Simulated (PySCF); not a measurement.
# [Ho(BH4)2]+ at several levels of theory

Computed with PySCF 2.14.0 (density fitting, no spin-orbit coupling) at the geometry relaxed with PBE0:

```xyz
11
[Ho(BH4)2]+ (singlet in the valence; each metal's 4f electrons, 10 of them, lie in its core potential, out of spins and levels; a saddle point, relaxed within its symmetry)
Ho    0.0000   -0.0001   -0.3069
B     2.0245   -0.0268    0.8881
H     3.0088   -0.0314    1.5690
H     1.1938   -0.9417    1.1875
H     2.2077   -0.1553   -0.3525
H     1.3322    1.0350    0.9988
B    -2.0246    0.0268    0.8880
H    -3.0087    0.0315    1.5692
H    -1.1937    0.9416    1.1874
H    -2.2079    0.1554   -0.3525
H    -1.3323   -1.0350    0.9987
```

```
level                                                 basis    state  HOMO (eV)  gap (eV)  charge on Ho1 (e)  population of f-type functions on Ho1 (polarisation alone where 4f lies in the core)  dipole about the centre of mass (D)  largest force component (eV/Å)
 PBE0     Ho lcecp-1-SVP with ECP56, B def2-SVP, H def2-SVP  singlet     -14.07      6.32               0.93                                                                                  0.04                                 4.02                            0.01
wB97X                                              the same  singlet     -16.55     10.87               1.01                                                                                  0.04                                 4.31                            0.67
 PBE0  Ho lcecp-1-TZVP with ECP56, B def2-TZVP, H def2-TZVP  singlet     -14.09      6.37               1.15                                                                                  0.05                                 3.97                            0.27
```

In the lcecp rows the 4f levels are missing from HOMO and gap, and the state counts the valence alone.

Charges are Mulliken's, which hang on the basis. The relaxation used the grid (50, 194), these runs (75, 302) or, all-electron (x2c bases, spin-free X2C Hamiltonian), (99, 590).

Question: What does BLYP with Ho lcecp-1-SVP with ECP56, B def2-SVP, H def2-SVP give here?

Answer: state singlet, HOMO (eV) -12.54, gap (eV) 3.95, charge on Ho1 (e) 0.62, population of f-type functions on Ho1 (polarisation alone where 4f lies in the core) 0.03, dipole about the centre of mass (D) 3.72, largest force component (eV/Å) 0.56. Time: 5.7 s on 2 threads of Arm Neoverse V1, on a shared host, from an already converged density.

In the first row's basis the gap widens with exact exchange: 4.0 eV for BLYP (none); 6.3 eV for PBE0 (a fixed share); 10.9 eV for wB97X (rising or full at long range).

An lcecp potential fixes the number of 4f electrons, so in runs with it no electron can move into or out of that shell.
